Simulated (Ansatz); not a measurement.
```yaml
crystal:
  periodic: [false, false, false]
  atoms:
    - {symbol: F, position_ang: [0.644088, -0.291747, -1.991153]}
    - {symbol: C, position_ang: [0.107548, 0.391449, -0.961999]}
    - {symbol: C, position_ang: [0.738398, 0.324725, 0.302754]}
    - {symbol: Ge, position_ang: [-0.907433, -0.620615, 0.493505]}
    - {symbol: H, position_ang: [-0.321808, 1.488428, -1.243913]}
    - {symbol: H, position_ang: [1.648567, -0.479046, 0.339276]}
    - {symbol: H, position_ang: [0.899602, 1.175749, 0.926061]}
    - {symbol: H, position_ang: [-1.963467, -0.003060, 1.336467]}
    - {symbol: H, position_ang: [-0.589514, -2.169135, 0.659789]}
basis:
  gaussian: {orbitals: pcseg-2, final_grid: {core_spheres: 1, valence_spheres: 1, degree: 3}}
magnetization: {spin_polarized: true, initial_magnetization: 0}
hamiltonian: {xc: {name: r2SCAN}}
scf: {lower_state_search: off}
```

```sh
$ ansatz run in.yaml --threads 4 --pin off --events-out ev --progress --plain --max-ram 10444MiB
```

Output, abridged:

```
Functional definition: r2SCAN
1107 factors; their error is unknown
mean field evaluation 1: about -61376.9812 eV, gradient 5.0e1 eV
mean field evaluation 2: about -61343.1802 eV, gradient 8.6e1 eV
mean field evaluation 4: about -61387.8919 eV, gradient 9.1e0 eV
mean field evaluation 8: about -61339.4928 eV, gradient 2.3e2 eV
mean field evaluation 16: about -61529.9317 eV, gradient 3.8e1 eV
mean field evaluation 32: about -61612.0031 eV, gradient 2.4e0 eV
a density is far from that of the atoms, so the factors are made again for it
1841 factors; integrals over basis functions are off by at most 6.2e-5 eV
mean field evaluation 64: about -61621.6720 eV, gradient 1.0e0 eV
mean field -61624.66038523 eV, -2264.6644984620 hartree, gradient 3.9e-6 eV, S^2 7.407138; 0 other end points of the search recorded, 0 dependent functions left out
reference -61624.66040469 eV, -2264.6644991774 hartree; 29, 29 occupied and 174, 174 virtual orbitals, 1841 factors
Total energy: -61624.66040469 eV, -2264.6644991774 hartree
Checks for a lower state left out: stability, starts, cluster_reference, orbital_swaps, neighbouring_geometries, increment
```

(1) What is wrong with this run?

Answers

(1) The integration grid is far too coarse. The calculation finished and met its thresholds. The result belongs to that input, not to the molecule as meant.
